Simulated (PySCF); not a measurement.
Cl5W (SMILES [Cl][W]([Cl])([Cl])([Cl])[Cl]), doublet, at a GFN2-xTB geometry (such geometries of metal compounds can be far from the true shape) (the multiplicity is a formal guess) (core potentials on W); DF-HF/def2-SVP (PySCF).

Here is a job for PySCF.
```python
from pyscf import gto, scf

mol = gto.Mole()
mol.atom = '''
    W    -0.00000000   -0.00000000   -0.00000000
    Cl    1.86471109   -0.42629472   -1.13039827
    Cl    0.91139822   -0.99847101    1.87998987
    Cl   -0.91139822    0.99847101   -1.87998987
    Cl   -1.65420871   -1.48326246    0.01417471
    Cl   -0.21050239    1.90955718    1.11622355
'''
mol.basis = 'def2-svp'
mol.ecp = {'W': 'def2-svp'}
mol.spin = 1
mol.verbose = 4
mol.symmetry = True
mol.build()

mf = scf.UHF(mol)
mf = mf.density_fit(auxbasis='def2-universal-jkfit')
mf.kernel()
mf.analyze()
```

Task: Write the output that PySCF gives for this input, abridged.

Result: 
```
PySCF version 2.14.0

[INPUT] verbose = 4
[INPUT] num. atoms = 6
[INPUT] num. electrons = 99
[INPUT] charge = 0
[INPUT] spin (= nelec alpha-beta = 2S) = 1
[INPUT] symmetry True subgroup None
[INPUT] Mole.unit = angstrom
[INPUT] Symbol           X                Y                Z      unit          X                Y                Z       unit  Magmom
[...]
nuclear repulsion = 717.002503941976
point group symmetry = D3h, use subgroup C2v
symmetry origin: [-2.02046200e-09  4.46882224e-17 -2.02046187e-09]
symmetry axis x: [0.37514656 0.88162294 0.28636699]
symmetry axis y: [ 0.39359237 -0.43119525  0.81188405]
symmetry axis z: [ 0.83925568 -0.19186365 -0.50876148]
num. orbitals of irrep A1 = 50
num. orbitals of irrep A2 = 14
num. orbitals of irrep B1 = 29
num. orbitals of irrep B2 = 29
number of shells = 52
number of NR pGTOs = 237
number of NR cGTOs = 122
basis = def2-svp
ecp = {'W': 'def2-svp'}

******** <class 'pyscf.df.df_jk.DFSymAdaptedUHF'> ********
method = DFSymAdaptedUHF
initial guess = minao
damping factor = 0
level_shift factor = 0
DIIS = <class 'pyscf.scf.diis.CDIIS'>
diis_start_cycle = 1
diis_space = 8
diis_damp = 0
SCF conv_tol = 1e-09
SCF conv_tol_grad = None
SCF max_cycles = 50
direct_scf = False
number electrons alpha = 50  beta = 49
Freeze 0 electrons in irreps []
    99 free electrons in irreps A1 A2 B1 B2
Set gradient conv threshold to 3.16228e-05
******** <class 'pyscf.df.df.DF'> ********
auxbasis = def2-universal-jkfit
init E= -2350.40844866

cycle= 1 E= -2363.1687057902  delta_E= -12.8  |g|= 0.654  |ddm|= 5.45
cycle= 2 E= -2363.0930198731  delta_E= 0.0757  |g|= 0.696  |ddm|= 1.31
cycle= 3 E= -2363.32571400438  delta_E= -0.233  |g|= 0.121  |ddm|= 0.72
cycle= 4 E= -2363.33363832014  delta_E= -0.00792  |g|= 0.0199  |ddm|= 0.169
cycle= 5 E= -2363.33420020489  delta_E= -0.000562  |g|= 0.00775  |ddm|= 0.0493
cycle= 6 E= -2363.3343295462  delta_E= -0.000129  |g|= 0.00362  |ddm|= 0.0222
cycle= 7 E= -2363.33437186232  delta_E= -4.23e-05  |g|= 0.00174  |ddm|= 0.0139
cycle= 8 E= -2363.33438089374  delta_E= -9.03e-06  |g|= 0.000849  |ddm|= 0.00684
cycle= 9 E= -2363.33438363021  delta_E= -2.74e-06  |g|= 0.000361  |ddm|= 0.00426
cycle= 10 E= -2363.33438405527  delta_E= -4.25e-07  |g|= 0.000129  |ddm|= 0.00173
cycle= 11 E= -2363.33438410319  delta_E= -4.79e-08  |g|= 4.85e-05  |ddm|= 0.000587
cycle= 12 E= -2363.33438410925  delta_E= -6.06e-09  |g|= 1.67e-05  |ddm|= 0.000192
[...]
converged SCF energy = -2363.3343841102  <S^2> = 0.76267922  2S+1 = 2.0126393
Total Energy =                       -2363.334384110201427
[...]
beta  MO #80 (A2 #8), energy= 0.971266014825526 occ= 0
beta  MO #81 (A1 #35), energy= 0.972744157854894 occ= 0
beta  MO #82 (B2 #20), energy= 0.975441559350672 occ= 0
beta  MO #83 (B1 #20), energy= 0.977121603419979 occ= 0
beta  MO #84 (A2 #9), energy= 0.983307042150102 occ= 0
beta  MO #85 (B1 #21), energy= 1.00716267382115 occ= 0
beta  MO #86 (A1 #36), energy= 1.00735337030225 occ= 0
beta  MO #87 (A2 #10), energy= 1.01097187451692 occ= 0
beta  MO #88 (B2 #21), energy= 1.01106230805709 occ= 0
beta  MO #89 (A1 #37), energy= 1.03871847473955 occ= 0
beta  MO #90 (B2 #22), energy= 1.04034698254182 occ= 0
beta  MO #91 (A2 #11), energy= 1.043955012938 occ= 0
beta  MO #92 (B1 #22), energy= 1.04508745849699 occ= 0
beta  MO #93 (A1 #38), energy= 1.04598511268854 occ= 0
beta  MO #94 (B2 #23), energy= 1.05555913775536 occ= 0
beta  MO #95 (B1 #23), energy= 1.10168954277505 occ= 0
beta  MO #96 (A1 #39), energy= 1.10609877522296 occ= 0
beta  MO #97 (B1 #24), energy= 1.11173740732111 occ= 0
beta  MO #98 (A1 #40), energy= 1.14176400016473 occ= 0
beta  MO #99 (B2 #24), energy= 1.175078320514 occ= 0
beta  MO #100 (A2 #12), energy= 1.17797377869726 occ= 0
beta  MO #101 (A1 #41), energy= 1.28904264447333 occ= 0
beta  MO #102 (B1 #25), energy= 1.29602423802439 occ= 0
beta  MO #103 (B2 #25), energy= 1.30978021085135 occ= 0
beta  MO #104 (A2 #13), energy= 1.31636909875211 occ= 0
beta  MO #105 (B2 #26), energy= 1.3438104172733 occ= 0
beta  MO #106 (B1 #26), energy= 1.35772759508101 occ= 0
beta  MO #107 (A1 #42), energy= 1.36271772328046 occ= 0
beta  MO #108 (A1 #43), energy= 1.42992519176317 occ= 0
beta  MO #109 (B1 #27), energy= 1.44964146974944 occ= 0
beta  MO #110 (B2 #27), energy= 1.45589421383219 occ= 0
beta  MO #111 (A1 #44), energy= 1.45633912278543 occ= 0
beta  MO #112 (B1 #28), energy= 1.46118901435479 occ= 0
beta  MO #113 (B2 #28), energy= 1.48132763833826 occ= 0
beta  MO #114 (A2 #14), energy= 1.48323197054104 occ= 0
beta  MO #115 (A1 #45), energy= 1.566672018083 occ= 0
beta  MO #116 (A1 #46), energy= 1.68660397763513 occ= 0
beta  MO #117 (A1 #47), energy= 1.81863864217975 occ= 0
beta  MO #118 (B1 #29), energy= 1.83447311479239 occ= 0
beta  MO #119 (A1 #48), energy= 2.00266628466753 occ= 0
beta  MO #120 (B2 #29), energy= 2.02180594319682 occ= 0
beta  MO #121 (A1 #49), energy= 68.3955026704767 occ= 0
beta  MO #122 (A1 #50), energy= 576.041492583606 occ= 0
In total            50.00000 | 49.00000
Dipole moment(X, Y, Z, Debye):  0.35547, -0.08126, -0.21549
```
